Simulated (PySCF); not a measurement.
## Two-component Hartree-Fock for Tb⁴⁺ (terbium, charge +4)

Start: [Xe] 4f7; 4f5/2 filled at m_j = -5/2, -3/2, -1/2, +1/2, +3/2, +5/2; 4f7/2 filled at m_j = +7/2. Calculated with PySCF 2.14 in x2c-SVPall-2c (7s10p9d3f1g, 112 functions): generalised Hartree-Fock with the X2C-1e Hamiltonian and a Gaussian nucleus; one run each with spin-orbit coupling (SO) switched off, then screened by Boettger's factors.

```tsv
spinor shell	electrons	ε, spin-free (eV)	ε, screened SO (eV)	weight of nominal j (screened SO)	rms radius, screened SO (bohr)
1s1/2	2	-52308.2	-52298.0	1.000	0.0245
2s1/2	2	-8840.5	-8837.4	1.000	0.0989
2p1/2	2	-7857.4	-8384.3	1.000	0.0847
2p3/2	4	-7857.4	-7632.7	1.000	0.0912
3s1/2	2	-2057.3	-2056.3	1.000	0.255
3p1/2	2	-1747.9	-1858.8	1.000	0.246
3p3/2	4	-1747.9	-1700.0	1.000	0.260
3d3/2	4	-1342.9	-1363.3	0.994	0.232
4s1/2	2	-476.04	-475.76	1.000	0.574
4p1/2	2	-371.13	-397.72	0.967	0.590
4p3/2	4	-371.13	-359.46	0.984	0.618
4d3/2	4	-223.39	-229.95	0.725	0.663
4d5/2	6	-223.39	-218.78	0.817	0.670
5s1/2	2	-104.66	-104.61	1.000	1.39
5p1/2	2	-75.092	-79.464	0.935	1.49
5p3/2	4	-75.092	-73.164	0.968	1.58
4f5/2	6	-71.039	-71.000	0.556	0.837
4f7/2	1	-71.039	-70.483	1.000	0.840
```

(1) Where does 3d5/2 lie, and what is the 3d spin-orbit splitting (screened SO)?

```json
{"quantity": "E (hartree)", "spin-free": "-11697.71684", "screened SO": "-11705.77708"}
{"quantity": "M_J", "spin-free": "7/2", "screened SO": "7/2"}
{"quantity": "⟨J²⟩", "spin-free": "15.754", "screened SO": "15.754"}
{"quantity": "⟨L²⟩", "spin-free": "0.000", "screened SO": "0.119"}
{"quantity": "⟨S²⟩", "spin-free": "15.754", "screened SO": "15.649"}
```

Each row is a mean over spinors that exchange with the open shell spreads, by up to 20.726 eV (4d5/2).

Rows whose weight is well below 1 are mixtures of j = l ± 1/2: exchange outweighs spin-orbit coupling there, and the label is only the starting occupation.

Breit and QED terms are absent; they matter most for the inner s and p1/2 levels.

Densities and radii are taken from the X2C orbitals without a picture-change correction, which distorts them close to the nucleus.

Without spin-orbit coupling the j labels of p, d and f shells carry no meaning; the spin-free column gives the mean over the occupied spinors of each nl shell.

## Answers

(1) At -1328.4 eV, 34.890 eV above 3d3/2.
